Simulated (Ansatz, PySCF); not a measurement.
CH4AlBrO, singlet, geometry from GFN2-xTB (such geometries of metal compounds can be far from the true shape), with bond 2-1 at 2.4 times its length. Base run: CASSCF(4,6)/6-31G run with PySCF.

PySCF was given this input:
```python
from pyscf import gto, scf, mcscf
import numpy

mol = gto.M(
    atom='''
Al   -0.76522894   -0.52911199   -0.23638920
H    -3.90384845   -2.08150464    0.66728561
Br    0.35343815    0.64257846    1.31982831
O    -0.24192006   -0.72810017   -1.77752910
C     0.14253641   -0.93834481   -3.11027801
H     1.02331037   -1.58221410   -3.14194263
H    -0.67216478   -1.41629168   -3.65648115
H     0.37962441    0.01752831   -3.58074878
''',
    basis='6-31g',
    verbose=4,
)

mf = scf.RHF(mol)
mf.kernel()
mc = mcscf.CASSCF(mf, 6, 4)
mc.fix_spin_(ss=0.0)
mc.kernel()
occ = numpy.linalg.eigvalsh(mc.fcisolver.make_rdm1(mc.ci, mc.ncas, mc.nelecas))[::-1]
ss = mc.fcisolver.spin_square(mc.ci, mc.ncas, mc.nelecas)[0]
print('natural occupations', occ.round(4), ' <S^2>', round(ss, 4))
```

Programs used: Ansatz (an electronic-structure program), PySCF; a row that names a program was run with it.

Variants of this job, named by their change:

| change | ΔE vs base (kcal/mol) | natural occupations | <S^2> of the state | outcome |
|---|---|---|---|---|
| base | 0.000 | 1.98 1.36 0.64 0.01 0.00 0.00 | 0.00 | converged |
| fix_spin_ = off | 0.000 | 1.98 1.36 0.64 0.01 0.00 0.00 | 0.00 | converged |
| orbitals = fixed (CASCI); correction = SC-NEVPT2 | -261.1 | 2.00 1.43 0.57 0.00 0.00 0.00 | 0.00 | converged |
| start = MP2 natural orbitals | -6.94 | 1.98 1.36 0.64 0.02 0.00 0.00 | 0.00 | converged |
| active space = 6 electrons, 5 orbitals | -3.51 | 2.00 1.98 1.36 0.64 0.02 | 0.00 | converged |
| correction = SC-NEVPT2 | -262.6 | 1.98 1.36 0.64 0.01 0.00 0.00 | 0.00 | converged |
| active space = 10 electrons, 9 orbitals | - | - | - | not converged |
| orbitals = fixed (CASCI) | 16.48 | 2.00 1.43 0.57 0.00 0.00 0.00 | 0.00 | converged |
| code = ansatz; correction = SC-NEVPT2, all electrons | -286.7 | - | - | converged |
| code = ansatz | -9.33 | - | - | converged |
| active space = 6 electrons, 7 orbitals | -4.96 | 1.99 1.98 1.36 0.64 0.01 0.01 0.00 | 0.00 | converged |

Active orbitals are taken around the Fermi level unless the row says otherwise; CASSCF can end in different local minima, and two programs can end on different orbitals. State-averaged rows give the lowest state.
